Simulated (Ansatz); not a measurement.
```yaml
crystal:
  periodic: [false, false, false]
  atoms:
    - {symbol: N, position_ang: [-0.734070, 0.872081, 1.039555]}
    - {symbol: Al, position_ang: [0.355096, -0.038340, 0.008942]}
    - {symbol: F, position_ang: [1.973653, 0.033174, 0.313266]}
    - {symbol: Te, position_ang: [-0.469086, -1.446704, -1.910082]}
    - {symbol: H, position_ang: [-0.434458, 1.438300, 1.816689]}
    - {symbol: H, position_ang: [-1.734790, 0.906511, 0.940514]}
    - {symbol: H, position_ang: [1.104954, -1.832923, -2.254484]}
basis:
  gaussian: {orbitals: def2-TZVPD}
magnetization: {spin_polarized: true, initial_magnetization: 4}
hamiltonian: {xc: {name: HF}}
correlation: {method: mp2}
output: {forces: true}
```

```sh
$ ansatz run in.yaml --threads 2 --pin off --events-out ev --progress --plain --max-ram 4352MiB
```

Output, abridged:

```
Functional definition: HF
1530 factors; integrals over basis functions are off by at most 1.4e-3 eV
mean field evaluation 1: about -18072.3561 eV, gradient 3.7e1 eV
mean field evaluation 2: about -18072.3710 eV, gradient 3.7e1 eV
mean field evaluation 4: about -18079.0199 eV, gradient 1.3e1 eV
mean field evaluation 8: about -18080.4404 eV, gradient 5.8e-1 eV
mean field evaluation 16: about -18080.4558 eV, gradient 5.4e-2 eV
mean field evaluation 32: about -18080.4880 eV, gradient 1.6e0 eV
mean field -18081.82650409 eV, -664.4948677231 hartree, gradient 2.0e-6 eV, S^2 6.030574; 15 other end points of the search recorded, 0 dependent functions left out
11 core orbitals not correlated: weight in the atoms' cores, before any rotation towards them, 1.000 or more for the frozen orbitals, at most 0.000 for the correlated occupied ones
reference -18081.82650409 eV, -664.4948677231 hartree; 19, 15 occupied and 176, 180 virtual orbitals, 1530 factors
second order -25.34273103 eV of doubles, -0.00000000 eV of singles
Total energy: -18107.16923512 eV, -665.4261959105 hartree
Atom 0 at    -0.734070     0.872081     1.039555 Å, force    -2.334082     2.367439     2.743632 eV/Å
Atom 1 at     0.355096    -0.038340     0.008942 Å, force     2.627774    -1.385120    -1.530659 eV/Å
Atom 2 at     1.973653     0.033174     0.313266 Å, force     0.958939     0.092744     0.310509 eV/Å
Atom 3 at    -0.469086    -1.446704    -1.910082 Å, force    -0.449510    -1.739899    -2.231281 eV/Å
Atom 4 at    -0.434458     1.438300     1.816689 Å, force     0.201089     0.605356     0.815188 eV/Å
Atom 5 at    -1.734790     0.906511     0.940514 Å, force    -0.827272     0.057308    -0.039837 eV/Å
Atom 6 at     1.104954    -1.832923    -2.254484 Å, force    -0.176938     0.002171    -0.067552 eV/Å
Dipole moment:    -0.832944     0.078304    -0.015802 e Å
```

(1) Something in this input is off. What?

Answers

(1) The spin is set far too high for this molecule. Self-consistency was reached. The result belongs to that input, not to the molecule as meant.
